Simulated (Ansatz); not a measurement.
```yaml
crystal:
  periodic: [false, false, false]
  atoms:
    - {symbol: F, position_ang: [1.475337, -1.462067, -0.348938]}
    - {symbol: Ge, position_ang: [0.257281, -0.305576, 0.104552]}
    - {symbol: Se, position_ang: [0.932426, 0.889734, 1.996037]}
    - {symbol: Se, position_ang: [0.121504, 0.959227, -1.861016]}
    - {symbol: Se, position_ang: [-1.664945, -1.475907, 0.733086]}
    - {symbol: H, position_ang: [1.617851, 1.882054, 1.157863]}
    - {symbol: H, position_ang: [-1.020763, 1.713554, -1.326648]}
    - {symbol: H, position_ang: [-1.626692, -2.258220, -0.510637]}
basis:
  gaussian: {orbitals: def2-mTZVPP}
hamiltonian: {xc: {name: HF}}
correlation: {method: mp2, frozen_orbitals: {F: 0}}
accuracy: high
output: {forces: true}
```

```sh
$ ansatz run in.yaml --threads 4 --pin off --events-out ev --progress --plain --max-ram 11315MiB
```

Output, abridged:

```
Functional definition: HF
  name "HF"
  cite "Fock, Z. Phys. 61, 126 (1930) doi:10.1007/BF01340294"
  parent pbe
  exchange = exact_x
  correlation = 0
Error: "frozen_orbitals" has no count for Ge
```

(1) Something in this input is off. What?

Answers

(1) Frozen orbitals are typed for one element alone, and the program wants a count for each. The input was rejected before any iteration.
